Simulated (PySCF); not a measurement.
C₂H₇BrOSi, SMILES CCO[SiH2]Br. Atoms are numbered in the order given.

```xyz
12

Si     0.4308     0.9026     0.6462
Br     1.4399    -0.6506    -0.5999
O     -1.1908     0.9137     0.3549
C     -2.0702    -0.1733     0.5655
C     -3.4789     0.2534     0.2341
H      0.7297     0.5590     2.0651
H      0.9485     2.2344     0.2564
H     -2.0071    -0.5127     1.6172
H     -1.7648    -1.0259    -0.0683
H     -3.5446     0.5780    -0.8147
H     -3.7897     1.0933     0.8729
H     -4.1805    -0.5803     0.3865
```

The structure is a stationary point at PBE0-D3(BJ)/def2-SVP. Other conformers were not sampled.

Two levels are set side by side: PBE/pcSseg-1 (PySCF) and B3LYP/pcSseg-1 (PySCF). GIAO shifts against H2O (¹⁷O), TMS (²⁹Si), TMS (¹H), TMS (¹³C) at the same level; non-relativistic, no solvent, atoms listed together averaged. Without spin–orbit terms, shifts of atoms bonded to Cl or Br come out too high at both levels. Differences are taken from unrounded values.

| quantity | PBE |
|---|---|
| δ(²⁹Si) of Si1 (ppm) | -9.0 |
| δ(¹⁷O) of O3 (ppm) | 87.5 |
| δ(¹³C) of C4 (ppm) | 66.4 |
| δ(¹³C) of C5 (ppm) | 21.5 |

Task: These are the PBE values. What does B3LYP give? (An estimate is asked for; the answer gives what the named calculation found.)

Result: 
```tsv
quantity	B3LYP	PBE minus B3LYP
δ(²⁹Si) of Si1 (ppm)	-12.1	3.2
δ(¹⁷O) of O3 (ppm)	76.2	11.3
δ(¹³C) of C4 (ppm)	65.1	1.4
δ(¹³C) of C5 (ppm)	22.0	-0.5
```

Rough cost on one machine, each run with all the roots and properties that it gave: B3LYP against PBE within a factor of 2.
